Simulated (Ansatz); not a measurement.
Calculated with Ansatz (gas phase, PBE0-D4/def2-TZVP geometries, no zero-point term in ΔE). CCSD(T)/CBS is the MP2 limit (def2-TZVPP, def2-QZVPP) plus CCSD(T) − MP2 in def2-TZVPP, frozen cores. This one scheme is used for every species. Each species was taken in one conformer, which may not be the lowest.

Reaction (formal exchange of groups at the Al–N bond): `C[N]([SiH3])[AlH][F]` + `C=CSC` → `C[S][AlH][F]` + `C=CN(C)[SiH3]`

`C[N]([SiH3])[AlH][F]`:

Cartesian coordinates in Å:
```
C -1.006 0.117 -1.064
N -0.094 -0.066 0.065
Si 1.480 0.626 -0.126
Al -0.663 -0.956 1.489
F 0.356 -1.175 2.766
H -1.979 -0.342 -0.867
H -0.612 -0.338 -1.980
H -1.184 1.179 -1.271
H 2.262 0.355 1.105
H 1.385 2.096 -0.356
H 2.175 0.042 -1.309
H -2.121 -1.536 1.548
```

`C=CSC`:

Cartesian coordinates in Å:
```
C 0.005 -2.019 -0.657
C -0.269 -0.802 -0.201
S 0.363 0.668 -0.891
C 0.186 1.786 0.506
H -0.483 -2.887 -0.231
H 0.704 -2.185 -1.469
H -0.968 -0.661 0.619
H 0.841 1.501 1.329
H 0.472 2.777 0.152
H -0.850 1.823 0.845
```

`C[S][AlH][F]`:

Z-matrix (Å, degrees):
```
C
S 1 1.825
H 1 1.091 2 112.1
H 1 1.089 2 108.6 3 120.5
H 1 1.089 2 108.7 3 -120.5
Al 2 2.158 1 99.4 3 0.2
F 6 1.647 2 118.3 1 180.0
H 6 1.574 2 121.8 1 -0.1
```

`C=CN(C)[SiH3]`:

```xyz
14

C     0.282    1.596   -1.467
C     0.629    0.958   -0.346
N    -0.023   -0.110    0.235
C    -1.213   -0.597   -0.424
Si    0.641   -0.990    1.570
H     0.873    2.437   -1.803
H    -0.574    1.315   -2.066
H     1.506    1.287    0.206
H    -1.955    0.203   -0.521
H    -0.991   -0.978   -1.428
H    -1.660   -1.405    0.158
H     1.257   -2.283    1.159
H    -0.449   -1.301    2.532
H     1.678   -0.132    2.194
```

| species | HF/CBS(def2) energy (Eh) |
| --- | --- |
| `C[N]([SiH3])[AlH][F]` | -726.94097 |
| `C=CSC` | -514.67466 |
| `C[S][AlH][F]` | -779.31075 |
| `C=CN(C)[SiH3]` | -462.31214 |

(1) Work out ΔE.

Largest T1 diagnostic among the species: 0.012.

## Answers

(1) ΔE = (-779.31075) + (-462.31214) − (-726.94097) − (-514.67466) = -0.00726 Eh = -4.6 kcal/mol. CCSD(T)/CBS gives -4.2 kcal/mol.

In def2-TZVPP, CCSD(T) changes the Hartree–Fock value by +1.0 kcal/mol (the triples alone add +0.0 kcal/mol) and MP2 by +0.9 kcal/mol.
